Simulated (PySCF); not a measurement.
Electron correlation in I- (iodine, charge -1)

Starting occupation: [Xe]. Computed with PySCF 2.14 in x2c-SVPall-2c with one added diffuse shell each of s, p type (7s9p4d, 54 functions), with X2C-1e with screened-nucleus spin-orbit coupling, Gaussian nucleus. Frozen: [Ar] 3d10; 26 electrons correlated; the 6 highest virtual spinors left out.

MP2 pair energies summed by pair of shells (mhartree):

```csv
pair,energy,share (%)
5p3/2-5p3/2,-34.79,21.7
5p1/2-5p3/2,-33.77,21.0
5p3/2-5s1/2,-11.89,7.4
5p1/2-5p1/2,-8.74,5.4
4d5/2-4p3/2,-6.75,4.2
4d3/2-4d5/2,-5.98,3.7
5p1/2-5s1/2,-5.74,3.6
4d5/2-5p3/2,-5.01,3.1
4d3/2-4p3/2,-4.60,2.9
4d5/2-4d5/2,-4.53,2.8
4p1/2-4p3/2,-4.51,2.8
5s1/2-5s1/2,-4.07,2.5
4p3/2-4p3/2,-3.81,2.4
4d5/2-4p1/2,-3.45,2.2
4d3/2-5p3/2,-2.79,1.7
4d5/2-5p1/2,-2.25,1.4
4d3/2-4p1/2,-2.19,1.4
4d3/2-4d3/2,-1.96,1.2
4d3/2-5p1/2,-1.93,1.2
4d5/2-5s1/2,-1.90,1.2
4d3/2-5s1/2,-1.25,0.8
4p3/2-5p3/2,-1.21,0.8
4d5/2-4s1/2,-1.20,0.7
4p1/2-4p1/2,-0.85,0.5
4p3/2-5p1/2,-0.83,0.5
4d3/2-4s1/2,-0.79,0.5
4p3/2-4s1/2,-0.76,0.5
4p3/2-5s1/2,-0.65,0.4
4p1/2-5p3/2,-0.64,0.4
4s1/2-4s1/2,-0.41,0.3
```

Total MP2 correlation energy: -160.56 mhartree.

This basis was not built for core-valence correlation, so the inner-shell part is incomplete.
